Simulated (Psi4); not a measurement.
HCl₃Si (SMILES Cl[SiH](Cl)Cl), singlet, at a GFN2-xTB geometry. Base run: Psi4 with SVWN/STO-3G.

Psi4 was given this input:
```
memory 2 GB

molecule mol {
0 1
  Si    0.028634   -0.016278    0.491067
  Cl   -1.241581   -1.436795   -0.148817
  Cl   -0.640098    1.792321   -0.076853
  Cl    1.851449   -0.338342   -0.292763
  H     0.113031   -0.064254    1.938435
}

set basis sto-3g
set reference rks

energy('svwn')
print_variables()
```

Each row names what was changed in the base input (with any setting that the change needs).

| change | ΔE vs base (mEh) | SCF cycles | grid points | basis functions |
|---|---|---|---|---|
| base | 0.000 | 6 | 101435 | 37 |
| guess = modhuckel | 0.000 | 7 | 101435 | 37 |
| ints_tolerance = 1e-8 | 0.000 | 6 | 101435 | 37 |
| dft_basis_tolerance = 1e-8 | 0.000 | 6 | 98332 | 37 |
| damping_percentage = 20 | 0.000 | 19 | 101435 | 37 |
| e_convergence = 1e-10 | 0.000 | 8 | 101435 | 37 |
| guess = sapgau | 0.000 | 6 | 101435 | 37 |
| level_shift = 1.0 | 0.000 | 7 | 101435 | 37 |
| guess = huckel | 0.000 | 8 | 101435 | 37 |
| scf_type = cd | 2.012 | 6 | 101435 | 37 |
| dft_spherical_points = 434 | 0.005 | 6 | 145758 | 37 |
| diis_max_vecs = 15 | 0.000 | 6 | 101435 | 37 |
| dft_nuclear_scheme = stratmann | 0.007 | 6 | 94775 | 37 |
